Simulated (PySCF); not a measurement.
Trend along group 11: MB molecules

CCSD(T) with triple-zeta basis sets in PySCF, for the lowest determinant that a PBE0 search found; no spin–orbit coupling. De refers to high-spin ground-configuration atoms.

```tsv
M	basis	reference, frozen orbitals	state (unpaired electrons)	Re (Å)	ωe (cm⁻¹)	De (eV)
Cu	def2-TZVPP	RHF, 6	singlet (closed shell)	1.930	503	2.09
Ag	x2c-TZVPPall	RHF, 15	singlet (closed shell)	2.060	459	1.87
Au	x2c-TZVPPall	RHF, 24	singlet (closed shell)	1.910	683	3.69
```

The shortest bond is that of BAu (1.910 Å), the longest that of AgB (2.060 Å). BAu is bound most strongly (3.69 eV) and AgB least (1.87 eV).

The rows differ in basis set, which adds steps of its own.

Down a group the atoms grow and get heavier, so bonds lengthen and wavenumbers fall; the exceptions here are the shorter bond at Au and the higher wavenumber at Au. Relativity and the filled 4f shell contract the atoms of the sixth period.

Correlated steps freeze the inner cores (6 to 24 orbitals); shallow outer-core shells are correlated. These are scalar-relativistic numbers at best; spin–orbit coupling would shift them, the dissociation energy most. Where the molecule has an RHF reference, its open-shell atoms are computed with UHF. The CCSD T1 diagnostic is raised in AgB, BAu, CuB, a sign that a single reference may not be enough there.
